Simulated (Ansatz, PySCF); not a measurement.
Noncovalent pair: dimethyl selenide (SMILES C[Se]C) (first 9 atoms) with H2O (SMILES O); geometry from B3LYP-D3(BJ)/def2-TZVP, rigid monomers moved along the line of their centres of mass till Se2···H12 is 2.88 Å.
(charge 0, multiplicity 1):
```
atom    x (Å)    y (Å)    z (Å)
----  -------  -------  -------
C     -0.8942   1.6941  -0.2074
Se     0.5986   0.4493   0.0682
C     -0.4315  -1.2035  -0.1786
H     -1.6610   1.5131   0.5417
H     -0.4939   2.6989  -0.0909
H     -1.2924   1.5729  -1.2121
H     -1.2179  -1.2564   0.5702
H      0.2617  -2.0312  -0.0455
H     -0.8459  -1.2310  -1.1837
O     -1.3445   0.1714   3.2514
H     -1.0375   0.2161   4.1621
H     -0.5510   0.2928   2.7028
```

Counterpoise-corrected where a basis set is named; no monomer relaxation.

Cores are frozen in the correlated methods. Filled d and f shells under p-block atoms count as core.

Programs: Ansatz (Gaussian orbitals); PySCF for the dispersion terms. 

PBE/def2-TZVPPD gives -16.8 kJ/mol for the interaction energy.

Q: Where do these levels fall relative to PBE: PBE-D3(BJ)/def2-TZVPPD, r2SCAN/def2-TZVPPD, PBE0/def2-TZVPPD, wB97M-V/def2-TZVPPD, MP2/aug-cc-pVDZ, CCSD(T)/aug-cc-pVDZ.

A: PBE-D3(BJ)/def2-TZVPPD -4.1; r2SCAN/def2-TZVPPD -1.5; PBE0/def2-TZVPPD 0.7; wB97M-V/def2-TZVPPD -1.4; MP2/aug-cc-pVDZ -0.4; CCSD(T)/aug-cc-pVDZ 0.0 kJ/mol. 1 of 6 lie above PBE; the widest gap is to PBE-D3(BJ)/def2-TZVPPD.

Ansatz is an electronic-structure program.
